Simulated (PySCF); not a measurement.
**Pb (lead, neutral): PBE calculation**

Configuration: [Xe] 4f14 5d10 6s1 6p2 6d1, one real determinant (an excited configuration). Calculation: PySCF 2.14, in aug-cc-pVTZ-PP with ECP60MDF; a scalar-relativistic core potential.

```
Total energy                                                  : -192.3857 hartree
One-electron energy                                           : -332.0100 hartree
Hartree (Coulomb) energy                                      : 155.5373 hartree
Exchange-correlation energy                                   : -15.9129 hartree
⟨S²⟩                                                          : 6.0019
⟨L²⟩                                                          : 7.929
Sum of ⟨r⟩                                                    : 35.03 bohr
Sum of ⟨r²⟩                                                   : 92.27 bohr²
Traceless quadrupole moment −½Σ⟨3z² − r²⟩ along its main axis : -2.61 e·bohr²
```

| shell | electrons | mean orbital energy (hartree) | spread (hartree) | rms radius, mean of both spins (bohr) |
| --- | --- | --- | --- | --- |
| 5s α | 1 | -5.49496 | 0 | 0.917 |
| 5s β | 1 | -5.48597 | 0 | 0.917 |
| 5p α | 3 | -3.36618 | 0.01438 | 1.05 |
| 5p β | 3 | -3.35763 | 0.01678 | 1.05 |
| 5d α | 5 | -0.94964 | 0.01498 | 1.40 |
| 5d β | 5 | -0.92708 | 0.02124 | 1.40 |
| 6s α | 1 | -0.59865 | 0 | 2.38 |
| 6p α | 2 | -0.25183 | 0 | 3.19 |
| 6d α | 1 | -0.01884 | 0 | 6.19 |

⟨L²⟩ = 7.93 against 12 for a pure F term, so this real determinant mixes terms. Energies and moments cover only the electrons outside the core potential. Spin-orbit coupling is strong in this species (close to jj coupling), so the high-spin LS determinant is a model state, not a physical level. The outer electron is Rydberg-like, and this basis confines it to a smaller radius and binds it less than a complete one would.
